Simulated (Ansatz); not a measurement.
Geometry optimisation, Ansatz, RKS B3LYP-D4/def2-SVP.

The input (input.yaml):

```yaml
crystal:
  periodic: [false, false, false]
  atoms:
    - { symbol: B, position_ang: [0.116872, 0.461022, -0.203447] }
    - { symbol: F, position_ang: [-0.125321, -0.418056, 2.154062] }
    - { symbol: O, position_ang: [1.344957, -0.000274, -0.550962] }
    - { symbol: H, position_ang: [1.333392, -0.885934, -0.931213] }
    - { symbol: H, position_ang: [-0.915144, -0.103403, -0.459635] }
    - { symbol: O, position_ang: [0.030765, 1.717459, 0.380875] }
    - { symbol: H, position_ang: [0.914952, 2.101624, 0.480206] }
    - { symbol: H, position_ang: [-0.388572, 0.472264, 2.148614] }
basis:
  gaussian: { orbitals: def2-SVP }
hamiltonian:
  xc: b3lyp
  dispersion: d4
relax:
  f_tol: 0.03
  max_steps: 50
output:
  orbitals: {}
```

Run as:

```bash
$ ansatz run input.yaml --threads 1 --pin off --max-ram 2048MiB --backend cpu --events-out ev --progress --plain --runs-dir out
```

Problem. Where does it end, and by what steps?

Solution. It converged. After 8 steps the energy has fallen by 0.118 eV; F2 moved furthest, 0.51 Å.

```
step  energy less start (eV)  largest force component (eV/Å)  accepted
   0                  0.0000                           0.737       yes
   1                 -0.0069                           2.361       yes
   2                 -0.0925                           1.015       yes
   3                 -0.0590                           0.975        no
   4                 -0.1149                           0.125       yes
   5                 -0.0742                           0.911        no
   6                 -0.1168                           0.087       yes
   7                 -0.1173                           0.053       yes
   8                 -0.1180                           0.021       yes
```

```xyz
8
Properties=species:S:1:pos:R:3
B 0.149 0.385 -0.253
F -0.333 -0.154 2.543
O 1.373 0.037 -0.716
H 1.374 -0.769 -1.246
H -0.863 -0.215 -0.503
O 0.049 1.505 0.535
H 0.908 1.940 0.650
H -0.346 0.616 2.008
```

Whether the end is a true minimum wasn't checked by a vibrational analysis.

Run time: 26 s on 1 thread of Arm Neoverse V1, on a shared host, peak memory 0.14 GiB.
